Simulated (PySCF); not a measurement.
# What a mistake does to a calculation on GeH3O3 anion

These are calculations, not measurements. They come from PySCF 2.14.0, an open-source quantum chemistry program, on an isolated molecule that a program drew, which may never have been made. The molecule is GeH3O3 anion (charge -1, singlet), drawn as the SMILES string `[OH][Ge-]([OH])[OH]`.

Each row is a Hartree-Fock (HF) and frozen-core CCSD(T) single point in the aug-cc-pVDZ basis, meant for a local HF minimum. Run 1 is clean. Each other run has one planted mistake out of seven kinds, and not every kind appears here: one electron removed, one electron added, multiplicity raised by two, geometry at a saddle point, minimal basis STO-3G, one bond length entered in bohr, all coordinates scaled. The reference is restricted for singlets and unrestricted otherwise, and also for a bond in bohr. Adding or removing an electron swaps singlet and doublet. Electrons count all cores. HOMO and LUMO are orbital energies over both spins, the gradient is its largest component, and the lowest frequency (negative if imaginary) is given only where the gradient is small. Bond lengths are over the 6 bonds as drawn. T1 is the CCSD diagnostic: over 0.02 (restricted) or 0.045 (unrestricted) a single reference is doubtful. Germanium has the aug-cc-pVDZ-PP basis, with a core potential (ECP10MDF) in place of its 10 inner electrons, and its 3s, 3p and 3d shells are frozen in CCSD(T).

Geometry of the clean run:
```xyz
7
GeH3O3 anion, angstrom
O    -1.0897    0.8383   -1.7088
Ge   -1.8012    1.0110    0.0239
O    -0.3456    2.0010    0.6870
O    -1.1430   -0.6459    0.6238
H    -0.6241    0.0173   -1.7430
H     0.2793    2.0896   -0.0156
H    -0.3106   -0.4852    1.0401
```

```
run  electrons  basis functions  <S^2>  HOMO (eV)  LUMO (eV)  gradient (hartree/bohr)  lowest frequency (cm^-1)  mean bond (Å)  longest bond (Å)      T1  HF (hartree)  CCSD(T) (hartree)                     mistake
  1         60              128  0.000      -3.50       4.10                  4.1e-05                       188         1.4128             1.881  0.0188    -519.85340         -520.62255                    no fault
  2         60              128  2.012       0.79       2.03                  9.5e-02                         -         1.4128             1.881  0.0727    -519.73323         -520.48075  multiplicity raised by two
  3         60              128  0.000      -3.33       4.11                  1.6e-02                         -         1.3916             1.853  0.0185    -519.85187         -520.61641      all coordinates scaled
  4         59              128  0.765     -12.01      -1.53                  1.1e-01                         -         1.4128             1.881  0.0239    -519.76417         -520.50727        one electron removed
  5         60              128  0.000      -3.88       4.23                  5.3e-05                      -171         1.4579             2.147  0.0209    -519.79340         -520.57792                           ?
```

**Which mistake was planted in run 5, and what did it cost?**

The gradient is small, so the point is stationary, but the lowest frequency is imaginary (-171 cm^-1). So the mistake is: geometry at a saddle point. Subtracting run 1 and multiplying by 627.51 kcal/mol a hartree, the energy moved by 37.7 kcal/mol in HF and 28.0 kcal/mol in CCSD(T).

Cautions from the logs. Run 2: T1 is over the limit, so its CCSD(T) energy is less reliable and the HOMO is above zero, so the electron isn't bound and the energy depends on the basis; run 5: T1 is over the limit, so its CCSD(T) energy is less reliable.
